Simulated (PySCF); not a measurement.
TiFH3, SMILES [F][TiH3], multiplicity 1. Atoms are numbered in the order given.

```xyz
5

Ti     0.0000     0.0000    -0.4094
F      0.0000     0.0000     1.3218
H     -1.3831    -0.7985    -0.9631
H      1.3831    -0.7985    -0.9631
H      0.0000     1.5970    -0.9631
```

The structure is a stationary point at PBE0-D3(BJ)/def2-TZVP. The multiplicity is an assumed one; no other spin state was optimised. The structure was generated by enumeration; whether it is a known compound was not checked.

Calculation: PBE0-D3(BJ)/def2-TZVP run with PySCF.

Frequencies are harmonic and unscaled.

Modes within 1.5 cm⁻¹ of each other (mostly degenerate sets) share a row, with their intensities summed.

Computed normal modes with their intensities:
| mode | ν (cm⁻¹) | IR (km/mol) | moving atoms (share of kinetic energy) |
|---|---|---|---|
| 1–2 | 423 | 102.6 | H 85 %, Ti 8 % |
| 3 | 547 | 89.7 | H 86 %, F 14 % |
| 4–5 | 579 | 116.1 | H 99 % |
| 6 | 819 | 294.2 | F 59 %, Ti 31 %, H 10 % |
| 7–8 | 1767 | 802.9 | H 97 % |
| 9 | 1812 | 71.9 | H 99 % |
